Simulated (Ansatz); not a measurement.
Correlation energies of `N[SiH](F)[SiH2]O` by basis set

```xyz
11

N    -0.382   -1.687   -0.397
Si   -0.826   -0.065   -0.701
F    -2.389    0.247   -0.469
Si    0.455    1.250    0.759
O     2.056    0.920    0.498
H    -0.408   -2.068    0.535
H    -0.541   -2.406   -1.086
H    -0.572    0.159   -2.147
H     0.282    2.707    0.545
H     0.056    0.938    2.165
H     2.269    0.006    0.300
```

Charge 0, multiplicity 1. Geometry: relaxed with PBE0-D4/def2-TZVP. It is one conformer, not always the lowest. Frozen core, restricted reference, the Gaussian-basis code of Ansatz. CBS rows extrapolate triple and quadruple zeta; past MP2 they add the triple-zeta difference.

| basis | HF (Eh) | MP2 corr. |
| --- | --- | --- |
| def2-SVP | -809.86883 | -0.73443 |
| def2-TZVPP | -810.38567 | -0.94775 |
| def2-QZVPP | -810.41574 | -1.02731 |

Question: Estimate the CCSD correlation energy and the (T) correction in each basis where they were run (hartree).

Answer: 
```tsv
basis	CCSD corr.	(T)
def2-SVP	-0.78086	-0.01653
def2-TZVPP	-0.98626	-0.03321
CBS(def2)	-1.12475	as TZ
```
